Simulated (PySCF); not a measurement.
Sn(Cl)2(OH)(NH2) (Cl2H3NOSn), SMILES [Cl][Sn]([Cl])([OH])[NH2].

Geometry optimised at B3LYP-D3(BJ)/def2-SVP. The structure was generated by enumeration; whether it is a known compound was not checked. The def2 effective core potentials stand for the cores of Sn; spin–orbit coupling is left out. One conformer was computed; it need not be the lowest.

Two levels are set side by side: TDA-PBE/def2-SVPD (PySCF) and TDA-CAM-B3LYP/def2-SVPD (PySCF). Vertical, same geometry. The lowest singlet is HOMO→LUMO 94 % with PBE and HOMO→LUMO 90 % with the other functional; states are paired by order. Differences are taken from unrounded values.

```csv
quantity,TDA-CAM-B3LYP
lowest singlet excitation (eV),5.11
lowest triplet excitation (TDA) (eV),4.39
first bright state (f over 0.05) (eV),6.03
its oscillator strength,0.08
```

Q: What does TDA-PBE give, and how far is it from TDA-CAM-B3LYP? (The exact figures need the calculation; the answer reports its results.)

A: 
| quantity | TDA-PBE | TDA-PBE minus TDA-CAM-B3LYP |
|---|---|---|
| lowest singlet excitation (eV) | 3.94 | -1.17 |
| lowest triplet excitation (TDA) (eV) | 3.41 | -0.98 |
| first bright state (f over 0.05) (eV) | 6.02 | -0.01 |
| its oscillator strength | 0.06 | -0.02 |

Functionals without exact exchange tend to place singlet excitations lower, as here. Differences between two approximate levels are no errors against the true value.

Rough cost on one machine, each run with all the roots and properties that it gave: TDA-CAM-B3LYP against TDA-PBE about 4 times.
